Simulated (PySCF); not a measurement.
Species: C4H5B.
SMILES: `C(B)(=C)C#C`

The closed-shell ground state was solved at several levels (PySCF, density fitting, gas phase, non-relativistic). Geometry: PBE0-D3(BJ)/def2-SVP; no solvent, vibrations or thermal averaging.

| level | basis functions | total energy (Eh) | HOMO (eV) | LUMO (eV) | gap (eV) | dipole (D) |
| --- | --- | --- | --- | --- | --- | --- |
| BLYP/pcSseg-2 | 250 | -180.1626 | -6.25 | -3.23 | 3.02 | 1.14 |
| HF/pcSseg-2 | 250 | -179.0194 | -9.48 | 1.20 | 10.68 | 1.23 |
| PBE0/def2-TZVPD | 230 | -179.9947 | -7.41 | -2.42 | 4.99 | 1.15 |
| LC-wPBE/def2-SVPD | 140 | -179.8932 | -10.00 | -0.14 | 9.86 | 1.14 |
| PBE0/pcSseg-0 | 55 | -179.5488 | -7.49 | -2.36 | 5.13 | 1.20 |
| PBE/def2-SVPD | 140 | -179.7853 | -6.44 | -3.40 | 3.04 | 1.17 |
| PBE0/6-31G* | 80 | -179.9263 | -7.10 | -2.07 | 5.03 | 1.19 |
| wB97X-D/pcSseg-2 | 250 | -180.1640 | -9.17 | -0.58 | 8.59 | 1.13 |
| BHandHLYP/pcSseg-2 | 250 | -180.1214 | -8.24 | -1.34 | 6.90 | 1.15 |
| LDA/pcSseg-2 | 250 | -178.4863 | -6.64 | -3.67 | 2.97 | 1.17 |
| B97-D/pcSseg-2 | 250 | -180.0964 | -6.34 | -3.21 | 3.13 | 1.13 |
| BHandHLYP/def2-SVPD | 140 | -179.9293 | -8.27 | -1.32 | 6.95 | 1.16 |
| B97-2/pcSseg-2 | 250 | -180.1641 | -7.16 | -2.43 | 4.73 | 1.14 |

(1) What might LDA/def2-SVPD (140 basis functions) give for the same quantities?

(2) How much does the basis alone move the frontier levels among the 3 PBE0 rows?

(3) In the pcSseg-2 basis, how does the gap go with the fixed share of exact exchange?

(4) How far do the dipole and the HOMO energy spread over the levels?

Answers

(1) Total energy -178.2974 Eh, HOMO -6.65 eV, LUMO -3.67 eV, gap 2.98 eV, dipole 1.18 D.

(2) The HOMO by 0.39 eV and the LUMO by 0.35 eV. By rising basis size (HOMO, LUMO in eV): pcSseg-0 -7.49, -2.36; 6-31G* -7.10, -2.07; def2-TZVPD -7.41, -2.42.

(3) LDA (0 %) 2.97 eV; BLYP (0 %) 3.02 eV; B97-D (0 %) 3.13 eV; B97-2 (21 %) 4.73 eV; BHandHLYP (50 %) 6.90 eV; HF (100 %) 10.68 eV. Each rise in the share widens the gap here.

(4) The dipole runs from 1.13 to 1.23 D (mean 1.16 D) and the HOMO from -10.00 to -6.25 eV.

The pairwise dispersion term of B97-D and wB97X-D wasn't added to the energies; at a given geometry it leaves orbitals and properties as they are.
